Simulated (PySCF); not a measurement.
Saddle point of GeH5Br, closed shell (GeH₃Br ([GeH3][Br]) + H₂ → GeH₄ + HBr; bonds formed: Ge1–H7, Br2–H6; bonds broken: Ge1–Br2, H6–H7), PBE0-D4/def2-TZVP structure:

Ge1  (-0.483, -0.408, -0.107)
Br2  (2.232, -0.074, 0.536)
H3  (0.044, -1.131, -1.338)
H4  (-1.860, 0.222, -0.451)
H5  (-0.579, -1.075, 1.257)
H6  (0.721, 1.083, 0.150)
H7  (-0.076, 1.382, -0.047)
(Å)

Energies are electronic, without zero-point energy. Barriers and step energies count from the start structure reached by relaxing down the imaginary mode; all methods use the PBE0-D4 structures, on which another method's saddle can fall below an end. PySCF 2.14 with density fitting (its default auxiliary sets; JK sets also for MP2 and CCSD(T)); basis: def2-TZVPP, with def2-QZVPP for the basis limit; cores frozen in the correlated methods. Filled d shells of the heavier atoms are correlated. The def2 sets are not built for correlating such inner shells, so the correlated values are less sure here. B3LYP uses VWN-RPA correlation. Extrapolation: Hartree–Fock as exp(−7.88 √X), correlation as X^−2.97.

```csv
method,barrier (kJ/mol),step energy (kJ/mol)
SPW92,168.4,43.2
PBE-D4,194.7,55.8
r2SCAN-D4,208.3,59.0
PBE0-D4,208.4,56.7
B3LYP-D4,216.4,56.2
BHLYP-D4,?,58.6
wB97M-V,?,57.4
HF,263.7,58.3
MP2,?,61.2
CCSD,238.4,51.2
CCSD(T),232.8,52.6
```

Problem. Fill in the withheld barriers. (Judge from chemistry; the value comes from the calculation.)

Solution. Computed: BHLYP-D4 230.9; wB97M-V 224.2; MP2 234.2 kJ/mol. Each is the energy of the saddle less that of the start structure, by the same method.

For comparison, the barrier by CCSD(T) at an estimated basis limit (MP2 extrapolated from triple and quadruple zeta, plus CCSD(T) − MP2 in triple zeta) is 228.0 kJ/mol.

The T1 diagnostic stays at or below 0.011.

Labels in which every atom is bracketed show which atoms are joined, not bond orders.

For scale, one of the runs: CCSD(T)/def2-TZVPP, 166 basis functions, launched by `OMP_NUM_THREADS=4 python run.py`. Hardware: 4 CPU threads of an Arm Neoverse V2, shared host. Wall time 6.4 min; peak host memory 1.8 GiB.
